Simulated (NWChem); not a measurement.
The numbers come from NWChem runs, not from measurements. System: 2-butanone (C₄H₈O), charge 0, spin multiplicity 1, at a geometry optimised with B3LYP/def2-SVP. Level: LC-wPBE (omega 0.3 per bohr)/def2-SVP.

Output (cleaned and shortened):

```
             Northwest Computational Chemistry Package (NWChem) 7.3.0
             --------------------------------------------------------

                                NWChem Input Module
                                -------------------

 Scaling coordinates for geometry "geometry" by  1.889725989
 (inverse scale =  0.529177249)

                             Geometry "geometry" -> ""
                             -------------------------

 Output coordinates in angstroms (scale by  1.889725989 to convert to a.u.)

  No.       Tag          Charge          X              Y              Z
 ---- ---------------- ---------- -------------- -------------- --------------
    1 C                    6.0000     1.83799200     0.51991400    -0.26657700
    2 C                    6.0000     0.84865000    -0.28582200     0.59122500
    3 C                    6.0000    -0.54768400    -0.28143300    -0.02470600
    4 C                    6.0000    -1.49219300     0.82068400     0.42035300
    5 O                    8.0000    -0.87276300    -1.11013900    -0.84583600
    6 H                    1.0000     2.84560800     0.50023900     0.17649600
    7 H                    1.0000     1.53498100     1.57578900    -0.35834600
    8 H                    1.0000     1.90298000     0.09725000    -1.28107400
    9 H                    1.0000     1.17733200    -1.33517400     0.64711800
   10 H                    1.0000     0.81755400     0.12394700     1.61480300
   11 H                    1.0000    -0.99898900     1.80612500     0.38973800
   12 H                    1.0000    -1.78893000     0.64684400     1.46925900
   13 H                    1.0000    -2.38902200     0.82603500    -0.21307700

 Effective nuclear repulsion energy (a.u.)     175.4763413198

            Nuclear Dipole moment (a.u.)
            ----------------------------
        X                 Y               Z
 ---------------- ---------------- ----------------
     0.0000000000     0.0000018897    -0.0000018897


 Summary of "ao basis" -> "" (spherical)
 ------------------------------------------------------------------------------
       Tag                 Description            Shells   Functions and Types
 ---------------- ------------------------------  ------  ---------------------
 *                          def2-svp                  on all atoms

  pbe96 is a nonlocal functional; adding pw91lda local functional.

                                 NWChem DFT Module
[...]
 Vector   19  Occ=2.000000D+00  E=-4.353577D-01
              MO Center=  1.6D-01, -2.6D-01, -8.8D-02, r^2= 3.6D+00
   Bfn.  Coefficient  Atom+Function         Bfn.  Coefficient  Atom+Function
  ----- ------------  ---------------      ----- ------------  ---------------
    62      0.285490   5 O  pz               19      0.257699   2 C  py
    86     -0.240023   9 H  s                 5     -0.230130   1 C  py
    61     -0.196188   5 O  py               76     -0.191464   7 H  s
    65      0.181946   5 O  pz               33     -0.155206   3 C  py
    22      0.132412   2 C  py               34      0.127414   3 C  pz

 Vector   20  Occ=2.000000D+00  E=-3.313244D-01
              MO Center= -6.4D-01, -6.7D-01, -4.3D-01, r^2= 2.1D+00
   Bfn.  Coefficient  Atom+Function         Bfn.  Coefficient  Atom+Function
  ----- ------------  ---------------      ----- ------------  ---------------
    60      0.499898   5 O  px               63      0.363200   5 O  px
    45      0.268939   4 C  s                17     -0.258835   2 C  s
    61     -0.242104   5 O  py               18      0.220974   2 C  px
    47     -0.178190   4 C  py               21      0.174118   2 C  px
    64     -0.172542   5 O  py               32     -0.151971   3 C  px

 Vector   21  Occ=0.000000D+00  E= 6.704122D-02
              MO Center= -4.7D-01, -3.6D-01, -9.7D-02, r^2= 2.7D+00
   Bfn.  Coefficient  Atom+Function         Bfn.  Coefficient  Atom+Function
  ----- ------------  ---------------      ----- ------------  ---------------
     3      0.470327   1 C  s                34      0.376650   3 C  pz
    37      0.344979   3 C  pz               65     -0.302580   5 O  pz
   102     -0.303892  12 H  s                33     -0.299456   3 C  py
    72     -0.298705   6 H  s                62     -0.296940   5 O  pz
    36     -0.267381   3 C  py               87     -0.251450   9 H  s

 Vector   22  Occ=0.000000D+00  E= 1.332285D-01
              MO Center=  1.5D-01,  1.1D+00,  5.6D-01, r^2= 6.7D+00
   Bfn.  Coefficient  Atom+Function         Bfn.  Coefficient  Atom+Function
  ----- ------------  ---------------      ----- ------------  ---------------
    45      1.791131   4 C  s                17      1.188538   2 C  s
     3      1.087473   1 C  s                97     -1.013769  11 H  s
    77     -0.800395   7 H  s                92     -0.802883  10 H  s
   102     -0.701430  12 H  s                31     -0.541239   3 C  s
    72     -0.536516   6 H  s               107     -0.535426  13 H  s

 Vector   23  Occ=0.000000D+00  E= 1.717574D-01
              MO Center=  4.4D-01,  4.8D-01,  4.1D-01, r^2= 9.2D+00
   Bfn.  Coefficient  Atom+Function         Bfn.  Coefficient  Atom+Function
  ----- ------------  ---------------      ----- ------------  ---------------
     3      2.361792   1 C  s                45     -1.539638   4 C  s
   102      1.311909  12 H  s                82     -1.029834   8 H  s
    72     -0.963067   6 H  s                77     -0.724804   7 H  s
    17     -0.651465   2 C  s               107      0.515697  13 H  s
    92      0.497534  10 H  s                22     -0.444785   2 C  py

 center of mass
 --------------
 x =  -0.08058500 y =  -0.11020416 z =  -0.06350397

 moments of inertia (a.u.)
 ------------------
         240.952709610588         -30.825332388071          -5.520971241419
         -30.825332388071         512.690387695615         -55.798698460452
          -5.520971241419         -55.798698460452         569.545445138390

     Multipole analysis of the density
     ---------------------------------

     L   x y z        total         alpha         beta         nuclear
     -   - - -        -----         -----         ----         -------
     0   0 0 0      0.000000    -20.000000    -20.000000     40.000000

     1   1 0 0      0.351494      0.175747      0.175747      0.000000
     1   0 1 0      0.737740      0.368869      0.368869      0.000002
     1   0 0 1      0.689914      0.344958      0.344958     -0.000002

     2   2 0 0    -22.928331   -139.806435   -139.806435    256.684539
     2   1 1 0     -1.557052     -6.542745     -6.542745     11.528439
     2   1 0 1     -1.270501      0.468633      0.468633     -2.207767
     2   0 2 0    -24.646853    -57.660492    -57.660492     90.674132
     2   0 1 1     -1.411596    -14.974882    -14.974882     28.538168
     2   0 0 2    -23.952721    -41.427098    -41.427098     58.901476

 Task  times  cpu:       92.5s     wall:       92.5s

 Total times  cpu:       92.5s     wall:       92.5s
```

Problem. Write an NWChem input that would produce this output.

Solution. This is not unique; one that fits is 
```
start mol
memory heap 200 mb stack 900 mb global 1100 mb
geometry units angstroms nocenter noautoz noautosym
  C      1.837992     0.519914    -0.266577
  C      0.848650    -0.285822     0.591225
  C     -0.547684    -0.281433    -0.024706
  C     -1.492193     0.820684     0.420353
  O     -0.872763    -1.110139    -0.845836
  H      2.845608     0.500239     0.176496
  H      1.534981     1.575789    -0.358346
  H      1.902980     0.097250    -1.281074
  H      1.177332    -1.335174     0.647118
  H      0.817554     0.123947     1.614803
  H     -0.998989     1.806125     0.389738
  H     -1.788930     0.646844     1.469259
  H     -2.389022     0.826035    -0.213077
end
basis spherical
  * library def2-svp
end
dft
  xc xwpbe 1.00 cpbe96 1.0 hfexch 1.00
  cam 0.3 cam_alpha 0.00 cam_beta 1.00
  direct
  iterations 100
end
task dft energy
```
